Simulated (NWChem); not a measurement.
Molecule: C2H4O3Si; SMILES O=C1OC[Si@@H]1O

```xyz
10

O     -1.3837    -1.8253     0.0496
C     -0.4929    -1.0255    -0.0307
O      0.8579    -1.3465     0.1588
C      1.5664    -0.0682     0.0800
Si    -0.0499     0.8449    -0.4068
O     -0.6717     2.1193     0.4813
H      2.0175     0.1810     1.0632
H      2.3722    -0.1298    -0.6796
H     -0.1618     1.2933    -1.8310
H     -0.7755     1.9740     1.4383
```
Atoms are numbered in this order, from 1.

Level: PBE-D3(BJ)/def2-SVP (NWChem), optimised geometry, unscaled harmonic frequencies. 

Task: List the harmonic frequencies with IR intensities, and the thermochemistry.

Result: 
```tsv
frequency (cm⁻¹)	IR intensity (km/mol)
111	8.3
148	5.0
235	4.4
307	83.8
375	41.9
478	9.9
530	6.6
629	2.6
665	14.5
712	49.3
724	17.3
791	50.7
865	210.9
910	55.0
925	150.6
993	115.9
1133	1.8
1192	8.3
1408	4.7
1852	302.5
2200	97.7
2995	17.5
3058	7.4
3762	99.6
```

```
Property                                                                            Value
-----------------------------------------------------------------------  ----------------
zero-point energy                                                           38.6 kcal/mol
thermal correction to the enthalpy at 298.15 K (with zero-point energy)     43.4 kcal/mol
heat capacity Cv                                                         23.9 cal/(mol K)
entropy at 298.15 K and 1 atm (symmetry number 1)                        80.7 cal/(mol K)
dipole moment                                                                      3.49 D
```

Rigid rotor and harmonic oscillator.
